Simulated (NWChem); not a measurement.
System: CH$_{7}$ClSi$_{2}$; SMILES C[Si@@H]([SiH3])Cl

NWChem input:

```
start job
memory heap 200 mb stack 900 mb global 1100 mb
geometry units angstroms noautosym nocenter noautoz
  C     -2.056581     0.427524    -0.357547
  Si    -0.397385     0.133513     0.459477
  Si     0.554090    -1.932309    -0.115738
  Cl     0.944766     1.598951    -0.184430
  H     -2.789228    -0.318468    -0.010105
  H     -1.973350     0.351629    -1.452031
  H     -2.436246     1.429896    -0.106941
  H     -0.517634     0.271134     1.942294
  H     -0.330989    -3.057642     0.322794
  H      0.719241    -2.004715    -1.600172
  H      1.890608    -2.086350     0.533840
end
basis spherical
  * library 6-31g*
end
dft
  xc pbe0
  iterations 150
end
cosmo
  do_cosmo_smd true
  solvent propnol2
end
task dft energy
```

Output (shortened):

```
             Northwest Computational Chemistry Package (NWChem) 7.3.0
             --------------------------------------------------------

                             Geometry "geometry" -> ""
                             -------------------------

 Output coordinates in angstroms (scale by  1.889725989 to convert to a.u.)

  No.       Tag          Charge          X              Y              Z
 ---- ---------------- ---------- -------------- -------------- --------------
    1 C                    6.0000    -2.05658100     0.42752400    -0.35754700
    2 Si                  14.0000    -0.39738500     0.13351300     0.45947700
    3 Si                  14.0000     0.55409000    -1.93230900    -0.11573800
    4 Cl                  17.0000     0.94476600     1.59895100    -0.18443000
    5 H                    1.0000    -2.78922800    -0.31846800    -0.01010500
    6 H                    1.0000    -1.97335000     0.35162900    -1.45203100
    7 H                    1.0000    -2.43624600     1.42989600    -0.10694100
    8 H                    1.0000    -0.51763400     0.27113400     1.94229400
    9 H                    1.0000    -0.33098900    -3.05764200     0.32279400
   10 H                    1.0000     0.71924100    -2.00471500    -1.60017200
   11 H                    1.0000     1.89060800    -2.08635000     0.53384000

 Effective nuclear repulsion energy (a.u.)     269.3567038740

                                 NWChem DFT Module
                                 -----------------

 Summary of "ao basis" -> "ao basis" (spherical)
 ------------------------------------------------------------------------------
       Tag                 Description            Shells   Functions and Types
 ---------------- ------------------------------  ------  ---------------------
 C                           6-31g*                  6       14   3s2p1d
 Si                          6-31g*                  8       18   4s3p1d
 Cl                          6-31g*                  8       18   4s3p1d
 H                           6-31g*                  2        2   2s

 in cosmo_initialize ...
 calling solv_data for solv:propnol2

 solvent parameters
 solvname_short: propnol2
 solvname_long:  2-propanol
 dielec:       19.2640
 dielecinf:     1.8978
 nonaqueous SMD model solvent descriptors
 dielec:       19.2640
 sola:          0.3300
 solb:          0.5600
 solc:          0.0000
 solg:         30.1300
 solh:          0.0000
 soln:          1.3776

          ---------------
          -cosmo- solvent
          ---------------
 Cosmo: York-Karplus, doi: 10.1021/jp992097l
 dielectric constant -eps-     =  19.26
 screen = (eps-1)/(eps    )    =   0.94809
 surface charge correction     = lagrangian

   van der Waals surface
 --------------------------

 ---------- ATOMIC COORDINATES (A.U.) ------------ VDWR(ANG.) --
     1   -3.88637456    0.80790321   -0.67566586     1.850
     2   -0.75094876    0.25230299    0.86828563     2.470
     3    1.04707827   -3.65153454   -0.21871311     2.470
     4    1.78534886    3.02157926   -0.34852216     2.380
     5   -5.27087664   -0.60181726   -0.01909568     1.200
     6   -3.72909078    0.66448246   -2.74394072     1.200
     7   -4.60383738    2.70211163   -0.20208919     1.200
     8   -0.97818642    0.51236897    3.67040345     1.200
     9   -0.62547852   -5.77810555    0.60999221     1.200
    10    1.35916841   -3.78836204   -3.02388661     1.200
    11    3.57273107   -3.94262982    1.00881132     1.200
 number of segments per atom =        128
 number of   points per atom =        128
 atom (   nspa,  nppa )
 ----------------------
    1 (     44,     0 )       0
    2 (     43,     0 )       0
    3 (     85,     0 )       0
    4 (     87,     0 )       0
    5 (     53,     0 )       0
    6 (     51,     0 )       0
    7 (     52,     0 )       0
    8 (     31,     0 )       0
    9 (     33,     0 )       0
   10 (     33,     0 )       0
   11 (     34,     0 )       0
 number of -cosmo- surface points =      546
 molecular surface =    154.179 angstrom**2
 molecular volume  =    150.357 angstrom**3
 -lineq- algorithm             =   0
 -bem- low  level              =   3
 -bem- from -octahedral-
 gaussian surface charge width =   4.50000
 degree of switching           =   1.00000
 switching function tolerance  =   0.00010
 atomic radii =
 --------------
    1  6.000  1.850
    2 14.000  2.470
    3 14.000  2.470
    4 17.000  2.380
    5  1.000  1.200
    6  1.000  1.200
    7  1.000  1.200
    8  1.000  1.200
    9  1.000  1.200
   10  1.000  1.200
   11  1.000  1.200
 ...... end of -cosmo- initialization ......

 nat:                    11
 ixmem:                  6636
 calling mnsol_interface()
 G(SMD-CDS) energy (kcal/mol)  =    -0.873
 SMD-CDS SASA (angstrom**2)    =   175.045

            General Information
            -------------------
          SCF calculation type: DFT
          Wavefunction type:  closed shell.
          No. of atoms     :    11
          No. of electrons :    58
           Alpha electrons :    29
            Beta electrons :    29
          Charge           :     0
          Spin multiplicity:     1
          Use of symmetry is: off; symmetry adaption is: off
          Maximum number of iterations: 150
          AO basis - number of functions:    82
                     number of shells:    44
          Convergence on energy requested:  1.00D-06
          Convergence on density requested:  1.00D-05
          Convergence on gradient requested:  5.00D-04

              XC Information
              --------------
                         PBE0 Method XC Functional
                     Hartree-Fock (Exact) Exchange  0.250
          PerdewBurkeErnzerhof Exchange Functional  0.750
            Perdew 1991 LDA Correlation Functional  1.000 local
           PerdewBurkeErnz. Correlation Functional  1.000 non-local

             Grid Information
             ----------------
          Grid used for XC integration:  medium
          Radial quadrature: Mura-Knowles
          Angular quadrature: Lebedev.
          Tag              B.-S. Rad. Rad. Pts. Rad. Cut. Ang. Pts.
          ---              ---------- --------- --------- ---------
          C                   0.70       49          11.0       434
          Si                  1.10       88          11.0       590
          Cl                  1.00       88          11.0       590
          H                   0.35       45          12.0       434
          Grid pruning is: on
          Number of quadrature shells:   628
          Spatial weights used:  Erf1

      Superposition of Atomic Density Guess
      -------------------------------------

 Sum of atomic energies:       -1078.23307968

      Non-variational initial energy
      ------------------------------

 Total energy =   -1079.735795
 1-e energy   =   -2026.670703
 2-e energy   =     677.578204
 HOMO         =      -0.301175
 LUMO         =       0.044061

   convergence    iter        energy       DeltaE   RMS-Dens  Diis-err
 ---------------- ----- ----------------- --------- --------- ---------
     COSMO gas phase
 d= 0,ls=0.0,diis     1  -1081.0059897787 -1.35D+03  1.02D-02  2.91D-01
 d= 0,ls=0.0,diis     2  -1081.0258746360 -1.99D-02  5.79D-03  1.22D-01
 d= 0,ls=0.0,diis     3  -1081.0444361165 -1.86D-02  1.47D-03  1.45D-02
 d= 0,ls=0.0,diis     4  -1081.0467927984 -2.36D-03  1.69D-04  1.15D-04
 d= 0,ls=0.0,diis     5  -1081.0468097176 -1.69D-05  4.94D-05  1.32D-05
  Resetting Diis
 d= 0,ls=0.0,diis     6  -1081.0468116277 -1.91D-06  1.26D-05  1.68D-06
 d= 0,ls=0.0,diis     7  -1081.0468118602 -2.33D-07  4.12D-06  4.25D-08

   convergence    iter        energy       DeltaE   RMS-Dens  Diis-err
 ---------------- ----- ----------------- --------- --------- ---------
     COSMO solvation phase
 d= 0,ls=0.0,diis     1  -1081.0516316666 -4.82D-03  1.39D-03  1.09D-03
 d= 0,ls=0.0,diis     2  -1081.0520628196 -4.31D-04  3.16D-04  3.68D-04
 d= 0,ls=0.0,diis     3  -1081.0521170412 -5.42D-05  1.12D-04  5.08D-05
 d= 0,ls=0.0,diis     4  -1081.0521254953 -8.45D-06  2.17D-05  2.42D-06
 d= 0,ls=0.0,diis     5  -1081.0521258607 -3.65D-07  5.21D-06  2.48D-07

         Total DFT energy =    -1081.052125860697
      One electron energy =    -2030.329596278951
           Coulomb energy =      757.724212748905
    Exchange-Corr. energy =      -77.718129697602
 Nuclear repulsion energy =      269.356703873975

             COSMO energy =       -0.085316507023

 Numeric. integr. density =       57.999962798590

                                COSMO-SMD solvation results
                                ---------------------------

             internal energy in gas <Psi(g)|H|Psi(g)> =     -1081.046811860229
         internal energy in solvent <Psi(s)|H|Psi(s)> =     -1081.046206377601
                               delta internal energy  =         0.000605482628 (    0.38 kcal/mol)
   total free energy in solvent <Psi(s)|H+V/2|Psi(s)> =     -1081.050735205788
 polarization energy contribution <Psi(s)|V/2|Psi(s)> =        -0.004528828186 (   -2.84 kcal/mol)
    total free energy in solvent including G(SMD-CDS) =     -1081.052125860697
                       G(SMD-CDS) energy contribution =        -0.001390654909 (   -0.87 kcal/mol)
     1 M fixed-concentration free energy of solvation =        -0.005314000468 (   -3.33 kcal/mol)

                       DFT Final Molecular Orbital Analysis
                       ------------------------------------

 Vector   27  Occ=2.000000D+00  E=-3.524325D-01
              MO Center=  5.9D-01, -2.0D-01, -7.5D-03, r^2= 5.6D+00
   Bfn.  Coefficient  Atom+Function         Bfn.  Coefficient  Atom+Function
  ----- ------------  ---------------      ----- ------------  ---------------
    57      0.342898   4 Cl px               58     -0.322615   4 Cl py
    39     -0.269346   3 Si px               82     -0.189491  11 H  s
    61      0.181222   4 Cl px               62     -0.176632   4 Cl py
    78      0.168342   9 H  s                81     -0.160311  11 H  s
    53     -0.134431   4 Cl px               77      0.132664   9 H  s

 Vector   28  Occ=2.000000D+00  E=-3.194514D-01
              MO Center= -9.7D-02,  9.1D-01,  1.7D-01, r^2= 3.8D+00
   Bfn.  Coefficient  Atom+Function         Bfn.  Coefficient  Atom+Function
  ----- ------------  ---------------      ----- ------------  ---------------
    59      0.458642   4 Cl pz               63      0.268885   4 Cl pz
    57      0.260381   4 Cl px               76     -0.234249   8 H  s
     3      0.228640   1 C  px               23     -0.210282   2 Si pz
    55     -0.179151   4 Cl pz               75     -0.167065   8 H  s
     7      0.151723   1 C  px               61      0.151663   4 Cl px

 Vector   29  Occ=2.000000D+00  E=-2.902427D-01
              MO Center=  1.2D-01, -3.3D-01,  9.6D-02, r^2= 4.3D+00
   Bfn.  Coefficient  Atom+Function         Bfn.  Coefficient  Atom+Function
  ----- ------------  ---------------      ----- ------------  ---------------
    40      0.334229   3 Si py               58      0.304422   4 Cl py
    22     -0.279996   2 Si py               62      0.193350   4 Cl py
    21      0.190569   2 Si px               57     -0.177267   4 Cl px
     3     -0.149619   1 C  px               39     -0.147461   3 Si px
    76     -0.142923   8 H  s                36     -0.131117   3 Si py

 Vector   30  Occ=0.000000D+00  E= 1.013208D-04
              MO Center= -6.8D-02, -3.3D-01,  3.4D-01, r^2= 4.8D+00
   Bfn.  Coefficient  Atom+Function         Bfn.  Coefficient  Atom+Function
  ----- ------------  ---------------      ----- ------------  ---------------
    25      0.686051   2 Si px               60     -0.656488   4 Cl s
    26      0.543137   2 Si py               24      0.496846   2 Si s
    78      0.430966   9 H  s                62      0.381530   4 Cl py
    21      0.299576   2 Si px               61      0.292043   4 Cl px
    43      0.275958   3 Si px               27     -0.259332   2 Si pz

 Vector   31  Occ=0.000000D+00  E= 2.237352D-02
              MO Center= -3.2D-02, -9.0D-01,  1.7D-01, r^2= 5.4D+00
   Bfn.  Coefficient  Atom+Function         Bfn.  Coefficient  Atom+Function
  ----- ------------  ---------------      ----- ------------  ---------------
    42      0.729448   3 Si s                26      0.691497   2 Si py
     6     -0.635449   1 C  s                80     -0.635936  10 H  s
    44      0.617230   3 Si py               25     -0.613999   2 Si px
    82      0.516963  11 H  s                43     -0.486628   3 Si px
    45     -0.479332   3 Si pz               24     -0.466393   2 Si s

 Vector   32  Occ=0.000000D+00  E= 3.557579D-02
              MO Center=  4.0D-01, -1.5D+00, -7.8D-03, r^2= 5.9D+00
   Bfn.  Coefficient  Atom+Function         Bfn.  Coefficient  Atom+Function
  ----- ------------  ---------------      ----- ------------  ---------------
    24      1.581424   2 Si s                44     -1.314546   3 Si py
    42     -1.132503   3 Si s                26     -0.870912   2 Si py
    27     -0.527511   2 Si pz               45     -0.527143   3 Si pz
    20      0.337474   2 Si s                43      0.319711   3 Si px
     6     -0.293502   1 C  s                25      0.285946   2 Si px

     Multipole analysis of the density
     ---------------------------------

     L   x y z        total         alpha         beta         nuclear
     -   - - -        -----         -----         ----         -------
     0   0 0 0     -0.000000    -29.000000    -29.000000     58.000000

     1   1 0 0     -1.002198     -0.952562     -0.952562      0.902926
     1   0 1 0     -0.564948      0.520990      0.520990     -1.606927
     1   0 0 1      0.090627      0.837644      0.837644     -1.584662

     2   2 0 0    -34.920147   -140.909071   -140.909071    246.897996
     2   1 1 0     -1.246654      4.966600      4.966600    -11.179855
     2   1 0 1      0.259611      0.315551      0.315551     -0.371492
     2   0 2 0    -38.358666   -228.348570   -228.348570    418.338475
     2   0 1 1     -0.052218      1.700618      1.700618     -3.453454
     2   0 0 2    -36.023383    -41.814006    -41.814006     47.604630
```

Level: PBE0/6-31G* (spherical d), SMD on the gas-phase geometry. Structure relaxed at the PBE0/def2-SVP level. Solvent: 2-propanol.
